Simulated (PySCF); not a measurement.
**Basis and Hamiltonian dependence of the excitation energy of Cr**

Cr [Ar] 3d5 4s1 (7S) → Cr [Ar] 3d4 4s1 4p1 (high-spin determinant). All values are computed (PySCF 2.14, energy differences of UHF-based or UKS calculations, no spin-orbit coupling). Values in eV.

```json
{"basis": "ANO-RCC-VTZP", "Hamiltonian": "spin-free X2C", "functions": "59", "UHF": "1.915", "r2SCAN": "3.626", "PBE0": "3.506", "MP2 (valence)": "2.885", "CCSD(T) (valence)": "2.843", "CCSD(T) (valence and next inner shell)": "3.035"}
{"basis": "aug-cc-pVDZ", "Hamiltonian": "non-relativistic", "functions": "59", "UHF": "2.062", "r2SCAN": "3.768", "PBE0": "3.609", "MP2 (valence)": "2.993", "CCSD(T) (valence)": "2.865", "CCSD(T) (valence and next inner shell)": "n/a"}
{"basis": "aug-cc-pVDZ-DK", "Hamiltonian": "spin-free X2C", "functions": "59", "UHF": "1.901", "r2SCAN": "3.623", "PBE0": "3.463", "MP2 (valence)": "2.845", "CCSD(T) (valence)": "2.797", "CCSD(T) (valence and next inner shell)": "n/a"}
{"basis": "x2c-TZVPPall", "Hamiltonian": "spin-free X2C", "functions": "64", "UHF": "1.907", "r2SCAN": "3.676", "PBE0": "3.526", "MP2 (valence)": "2.843", "CCSD(T) (valence)": "2.802", "CCSD(T) (valence and next inner shell)": "2.996"}
{"basis": "x2c-TZVPPall with one added diffuse shell each of s, p, d, f type", "Hamiltonian": "spin-free X2C", "functions": "80", "UHF": "1.846", "r2SCAN": "3.624", "PBE0": "3.465", "MP2 (valence)": "2.802", "CCSD(T) (valence)": "2.770", "CCSD(T) (valence and next inner shell)": "2.953"}
{"basis": "aug-cc-pVTZ-DK", "Hamiltonian": "spin-free X2C", "functions": "93", "UHF": "1.854", "r2SCAN": "3.630", "PBE0": "3.478", "MP2 (valence)": "2.824", "CCSD(T) (valence)": "2.785", "CCSD(T) (valence and next inner shell)": "n/a"}
{"basis": "aug-cc-pVTZ", "Hamiltonian": "non-relativistic", "functions": "93", "UHF": "2.009", "r2SCAN": "3.770", "PBE0": "3.619", "MP2 (valence)": "2.966", "CCSD(T) (valence)": "2.875", "CCSD(T) (valence and next inner shell)": "n/a"}
{"basis": "def2-QZVPPD", "Hamiltonian": "non-relativistic", "functions": "93", "UHF": "1.998", "r2SCAN": "3.760", "PBE0": "3.612", "MP2 (valence)": "2.969", "CCSD(T) (valence)": "2.872", "CCSD(T) (valence and next inner shell)": "n/a"}
{"basis": "x2c-QZVPPall", "Hamiltonian": "spin-free X2C", "functions": "96", "UHF": "1.841", "r2SCAN": "3.620", "PBE0": "3.471", "MP2 (valence)": "2.826", "CCSD(T) (valence)": "2.777", "CCSD(T) (valence and next inner shell)": "n/a"}
{"basis": "dyall-av2z", "Hamiltonian": "non-relativistic", "functions": "101", "UHF": "2.020", "r2SCAN": "n/a", "PBE0": "n/a", "MP2 (valence)": "2.929", "CCSD(T) (valence)": "2.844", "CCSD(T) (valence and next inner shell)": "n/a"}
{"basis": "aug-cc-pVTZ with one added diffuse shell each of s, p, d, f, g type", "Hamiltonian": "non-relativistic", "functions": "118", "UHF": "2.009", "r2SCAN": "3.767", "PBE0": "3.618", "MP2 (valence)": "2.965", "CCSD(T) (valence)": "n/a", "CCSD(T) (valence and next inner shell)": "n/a"}
{"basis": "x2c-QZVPPall with one added diffuse shell each of s, p, d, f, g type", "Hamiltonian": "spin-free X2C", "functions": "121", "UHF": "1.841", "r2SCAN": "3.617", "PBE0": "3.469", "MP2 (valence)": "2.831", "CCSD(T) (valence)": "n/a", "CCSD(T) (valence and next inner shell)": "n/a"}
{"basis": "aug-cc-pwCVTZ", "Hamiltonian": "non-relativistic", "functions": "127", "UHF": "2.001", "r2SCAN": "3.765", "PBE0": "3.617", "MP2 (valence)": "2.977", "CCSD(T) (valence)": "n/a", "CCSD(T) (valence and next inner shell)": "n/a"}
```

Estimate the row for aug-cc-pVQZ-DK (spin-free X2C, 140 functions).

From the rows with the same Hamiltonian and similar size; the calculation gives UHF 1.84; r2SCAN 3.60; PBE0 3.46; MP2 (valence) 2.84 (eV).

Frozen in the all-electron rows: valence and next inner shell: [Ne]; valence: [Ar].

One determinant mixes LS terms of the configuration, so the numbers do not refer to single terms. Non-relativistic rows lack the scalar-relativistic shift.
